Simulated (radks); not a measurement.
The numbers below are computed, except where a source is named.
Problem. The mean radii <r> (bohr) of the occupied orbitals of an atom or ion are listed with their occupations. Level of theory: scalar-relativistic Kohn-Sham, PBEsol, spin-polarised, spherical densities, finite nucleus; Fermi nuclear charge, rms radius of each element as measured or else 0.836 A^(1/3) + 0.57 fm (a radial shooting solver on a logarithmic mesh with Libxc functionals).

orbital  occ.      <r>
1s up       1  0.02410
1s down     1  0.02410
2s up       1   0.1027
2s down     1   0.1026
2p up       3  0.09012
2p down     3  0.09000
3s up       1   0.2605
3s down     1   0.2611
3p up       3   0.2558
3p down     3   0.2565
3d up       5   0.2292
3d down     1   0.2300

Name the element and its charge. Open shells, if any, are filled with parallel spins first.

Solution. Z = 59, praseodymium, charge +35: Pr35+ in [Ar] 3d6. The 1s radius gives Z: for a bare nucleus <r> = (2 gamma + 1)/(2Z) with gamma = sqrt(1 - (Z/c)^2), 0.02377 bohr for Z = 59, and screening makes it slightly larger (0.02410 here). The occupations add up to 24, and the charge is Z minus that.
